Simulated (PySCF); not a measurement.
C₆ coefficients of unlike pairs at PBE0

Calculated with PySCF 2.14 from the dipole response of each species, C₆(A,B) = (3/π) ∫ α_A(iu) α_B(iu) du, in atomic units, from isotropic polarisabilities. For ions this is the dispersion term alone; charge-induced terms of lower order in 1/R come first.

```tsv
species	configuration	basis	relativity	α (bohr³)	C₆ (like pair)
B³⁺	1s2 (1S)	aug-cc-pVTZ (5s4p3d2f)	none	0.01596	0.001479
Mg⁺	[Ne] 3s1 (2S)	aug-cc-pVDZ (5s4p2d)	none	35.87	158.9
V	[Ar] 3d3 4s2 (4F)	aug-cc-pwCVTZ (10s9p7d4f3g)	none	98.31	1081
Ru	[Kr] 4d7 5s1 (5F)	aug-cc-pVTZ-PP with one added diffuse shell each of s, p, d, f, g type with ECP28MDF (7s7p6d4f3g)	core potential	62.85	590.8
```

Estimate C₆ for Mg⁺ with B³⁺.

The integral gives 0.1433. The combination rule 2 C_A C_B / (C_A α_B/α_A + C_B α_A/α_B) gives 0.1384 and the geometric mean 0.4848.

No spin-orbit coupling is included.

The other pairs:

| pair | C₆ |
| --- | --- |
| Ru, Mg⁺ | 299.6 |
| V, Mg⁺ | 413.5 |
| Ru, V | 785.9 |
| Ru, B³⁺ | 0.3956 |
| V, B³⁺ | 0.4180 |
